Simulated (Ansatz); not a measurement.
CH8BNSi (`CB[SiH2]N`). The species carries charge 0 and has multiplicity 1.

```xyz
12

C    -1.847   -0.220   -1.029
B    -0.688   -0.575   -0.056
Si    0.924    0.604    0.194
N     2.150   -0.190    1.113
H    -1.669    0.608   -1.718
H    -2.704    0.052   -0.393
H    -2.191   -1.095   -1.590
H    -0.814   -1.568    0.613
H     0.419    1.892    0.788
H     1.520    1.003   -1.116
H     3.026    0.268    1.309
H     1.874   -0.778    1.883
```

**Question.** Give the diagnostics of a CCSD(T)/def2-TZVPP run (frozen core, the Gaussian-basis code of Ansatz). (Estimate.)

**Answer.** Computed: T1 = 0.0107, largest single amplitude 0.019, largest double 0.020, (T) share of the correlation energy 3.5 %, 9 CCSD cycles. The RHF solution is stable towards an unrestricted one. T1 lies under the customary mark of 0.02 for closed shells.
